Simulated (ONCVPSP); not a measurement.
## Scattering properties, ONCV potential for calcium

ONCVPSP 4.0.1 input, shortened (lines: element, Z, core and valence counts, functional; n l f; lmax; l rc ep ncon nbas qcut; lloc lpopt rc5 dvloc0; l nproj debl; icmod fcfact rcfact), PW91, scalar-relativistic:

```
  Ca 20.00    3    4  -109134      upf
    1    0    2.00
    2    0    2.00
    2    1    6.00
    3    0    2.00
    3    1    6.00
    4    0    1.00
    4    1    1.00
    2
    0    1.60    0.00    4    7    9.90
    1    1.75    0.00    3    7    6.30
    2    1.40    0.42    4    9    7.20
    4    2    1.15    0.00
    0    3    3.80
    1    2    0.90
    2    2    3.20
    3    5.25    1.20
```

In the d channel the program set the typed energies aside and used 0.050, 3.250 Ha.

The phase is arctan(r·R′/R) of the radial function R(r), unwrapped; energies in Ha, scanned from -3 to 5 Ha. A pole is an energy at which the radial function vanishes at the test radius. The pseudo phase is shifted by a multiple of π to meet the all-electron one at the reference energy, and phase errors are pseudo minus all-electron; the curves can meet again beyond the range given. Levels narrower than the energy grid can be missing from the lists of poles.

| channel | radius (bohr) | reference energy (Ha) | poles, all-electron | poles, pseudo | unbroken range about the reference energy with phases within 0.05 rad | phase error 1 Ha above the reference energy (rad) |
| --- | --- | --- | --- | --- | --- | --- |
| s | 1.62 | -0.16 | -0.95 | -0.95 | the whole range | +0.000 |
| p | 1.77 | -0.07 | -0.43 | -0.43 | the whole range | -0.000 |
| d | 1.42 | 0.05 | 1.67 | 1.67 | the whole range | +0.000 |

Phases in the d channel:

```
E (Ha)  all-electron  pseudo
 -2.98         1.123   1.123
 -2.54         1.057   1.057
 -2.10         0.959   0.960
 -1.66         0.803   0.803
 -1.22         0.524   0.524
 -0.78         0.020   0.021
 -0.34        -0.609  -0.609
  0.10        -1.041  -1.041
  0.54        -1.279  -1.279
  0.98        -1.424  -1.424
  1.42        -1.524  -1.524
  1.86        -1.605  -1.605
  2.30        -1.678  -1.678
  2.74        -1.754  -1.754
  3.18        -1.845  -1.845
  3.62        -1.972  -1.972
  4.06        -2.178  -2.176
  4.50        -2.567  -2.561
  4.94        -3.234  -3.218
```
